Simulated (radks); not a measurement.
Results of a calculation; reference values are marked as such.
Task: The mean radii <r> (bohr) of the occupied orbitals of an atom or ion are listed with their occupations. Level of theory: scalar-relativistic Kohn-Sham, PBE, spin-polarised, spherical densities, finite nucleus; Fermi nuclear charge, rms radius of each element as measured or else 0.836 A^(1/3) + 0.57 fm (a radial shooting solver on a logarithmic mesh with Libxc functionals).

| orbital | occ. | <r> |
|---|---|---|
| 1s | 2 | 0.1105 |
| 2s | 2 | 0.4794 |

Name the element and its charge. Open shells, if any, are filled with parallel spins first.

Result: Z = 14, silicon, charge +10: Si10+ in [He] 2s2. The 1s radius gives Z: for a bare nucleus <r> = (2 gamma + 1)/(2Z) with gamma = sqrt(1 - (Z/c)^2), 0.1068 bohr for Z = 14, and screening makes it slightly larger (0.1105 here). The occupations add up to 4, and the charge is Z minus that.
